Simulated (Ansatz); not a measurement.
CHClNOSi, SMILES `O=C=N[SiH]Cl` radical, 6 atoms. Charge 0, multiplicity 2. All runs use 4 threads of an INTEL XEON PLATINUM 8581C on a shared host. Correlated methods freeze the cores. Open-shell runs search over several starts.

Q: Give the basis size and wall time and peak host memory of each of these runs in Ansatz. UKS ωB97M-V/def2-QZVPP energy; UHF-MP2/def2-QZVPP energy; UKS ωB97M-V/def2-SVP energy; UKS PBE0-D4/def2-SVP energy; UKS PBE0-D4/def2-TZVP relaxation (14 steps); direct RPA on PBE orbitals/def2-TZVPP energy; UKS r2SCANh-D4/def2-TZVPP energy; UKS PBE0-D4/def2-QZVPP energy; UKS B2PLYP (frozen core)/def2-TZVPP energy; UHF-CCSD(T)/def2-TZVPP energy; UKS PBE0-D4/def2-TZVP frequencies; UKS B97M-V/def2-TZVPP energy. (Best estimate.)

A: The calculation gave: Other jobs shared the machine, so times are rough.

```json
{"level": "UKS PBE0-D4/def2-SVP", "job": "energy", "functions": "83", "wall time": "0.75 s", "peak host memory (GiB)": "0.23"}
{"level": "UKS ωB97M-V/def2-SVP", "job": "energy", "functions": "83", "wall time": "2.4 s", "peak host memory (GiB)": "0.39"}
{"level": "UKS B2PLYP (frozen core)/def2-TZVPP", "job": "energy", "functions": "191", "wall time": "2.6 s", "peak host memory (GiB)": "0.54"}
{"level": "direct RPA on PBE orbitals/def2-TZVPP", "job": "energy", "functions": "191", "wall time": "2.8 s", "peak host memory (GiB)": "0.53"}
{"level": "UKS r2SCANh-D4/def2-TZVPP", "job": "energy", "functions": "191", "wall time": "3.1 s", "peak host memory (GiB)": "0.62"}
{"level": "UKS B97M-V/def2-TZVPP", "job": "energy", "functions": "191", "wall time": "3.9 s", "peak host memory (GiB)": "0.42"}
{"level": "UKS PBE0-D4/def2-QZVPP", "job": "energy", "functions": "341", "wall time": "5 s", "peak host memory (GiB)": "1.3"}
{"level": "UHF-MP2/def2-QZVPP", "job": "energy", "functions": "341", "wall time": "8 s", "peak host memory (GiB)": "1.4"}
{"level": "UKS ωB97M-V/def2-QZVPP", "job": "energy", "functions": "341", "wall time": "10 s", "peak host memory (GiB)": "1.6"}
{"level": "UKS PBE0-D4/def2-TZVP", "job": "relaxation (14 steps)", "functions": "173", "wall time": "27 s", "peak host memory (GiB)": "0.52"}
{"level": "UKS PBE0-D4/def2-TZVP", "job": "frequencies", "functions": "173", "wall time": "46 s", "peak host memory (GiB)": "0.51"}
{"level": "UHF-CCSD(T)/def2-TZVPP", "job": "energy", "functions": "191", "wall time": "64 s", "peak host memory (GiB)": "5.4"}
```
